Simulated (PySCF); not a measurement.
A structure optimised at PBE-D3(BJ)/def2-SVP, used in a PySCF frequency run:

```
Sb
Cl 1 2.4290
Cl 1 2.4290 2 109.47
Cl 1 2.4290 2 109.47 3 120.00
Cl 1 2.4290 2 109.47 4 120.00
```
Charge 0, spin multiplicity 2.

Task: Write its SMILES, formula and point group.

Result: [Cl][Sb]([Cl])([Cl])[Cl], Cl₄Sb, Td

Task: What are its rotational constants (standard atomic weights)?

Result: 0.90609, 0.90609, 0.90609 GHz
